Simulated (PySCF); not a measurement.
# Ti (titanium, neutral): UHF calculation

Configuration: [Ar] 3d2 4s1 5s1, high-spin 5F determinant (an excited configuration). All numbers are calculated (PySCF 2.14, no relativity, point nucleus, in dyall-av2z).

```json
{
 "Total energy": "-848.280501 hartree",
 "One-electron energy": "-1159.6401 hartree",
 "Hartree (Coulomb) energy": "352.3834 hartree",
 "Exchange energy": "-41.0238 hartree",
 "Kinetic energy": "848.26095 hartree",
 "⟨S²⟩": "6.0023",
 "⟨L²⟩": "12.032",
 "Sum of ⟨r⟩": "27.29 bohr",
 "Sum of ⟨r²⟩": "140.6 bohr²",
 "Density at the nucleus (Gaussians lack the cusp)": "7040 bohr⁻³",
 "Spin density at the nucleus": "2.98 bohr⁻³",
 "Langevin diamagnetic susceptibility": "-111 ×10⁻⁶ cm³/mol"
}
```

```json
{"shell": "1s α", "electrons": "1", "mean orbital energy (eV)": "-4991.2", "rms radius, mean of both spins (bohr)": "0.0812"}
{"shell": "1s β", "electrons": "1", "mean orbital energy (eV)": "-4991.1", "rms radius, mean of both spins (bohr)": "0.0812"}
{"shell": "2s α", "electrons": "1", "mean orbital energy (eV)": "-587.44", "rms radius, mean of both spins (bohr)": "0.353"}
{"shell": "2s β", "electrons": "1", "mean orbital energy (eV)": "-586.39", "rms radius, mean of both spins (bohr)": "0.353"}
{"shell": "2p α", "electrons": "3", "mean orbital energy (eV)": "-488.58", "rms radius, mean of both spins (bohr)": "0.321"}
{"shell": "2p β", "electrons": "3", "mean orbital energy (eV)": "-487.65", "rms radius, mean of both spins (bohr)": "0.321"}
{"shell": "3s α", "electrons": "1", "mean orbital energy (eV)": "-84.008", "rms radius, mean of both spins (bohr)": "1.09"}
{"shell": "3s β", "electrons": "1", "mean orbital energy (eV)": "-80.160", "rms radius, mean of both spins (bohr)": "1.09"}
{"shell": "3p α", "electrons": "3", "mean orbital energy (eV)": "-55.043", "rms radius, mean of both spins (bohr)": "1.18"}
{"shell": "3p β", "electrons": "3", "mean orbital energy (eV)": "-50.580", "rms radius, mean of both spins (bohr)": "1.18"}
{"shell": "3d α", "electrons": "2", "mean orbital energy (eV)": "-16.180", "rms radius, mean of both spins (bohr)": "1.63"}
{"shell": "4s α", "electrons": "1", "mean orbital energy (eV)": "-9.968", "rms radius, mean of both spins (bohr)": "3.51"}
{"shell": "5s α", "electrons": "1", "mean orbital energy (eV)": "-2.188", "rms radius, mean of both spins (bohr)": "10.6"}
```

The outer electron is Rydberg-like, and this basis confines it to a smaller radius and binds it less than a complete one would.

Spin-orbit constants ζ (cm⁻¹) from the X2C one-electron operator on these orbitals (non-relativistic here): bare nucleus, nucleus screened by l(l+1)(2l+1)/3 electrons, and screened by the Breit-Pauli mean field of the electrons.

```
shell   bare  screened nucleus  mean field
   2p  32310             29370       28000
   3p   3466              3151        2979
   3d  259.0             141.3       120.4
```

To first order the Landé constant is A = 30.09 cm⁻¹, so the lowest level has J = 1 and lies 0.0298 eV below the centre of the term. This holds in LS coupling only.
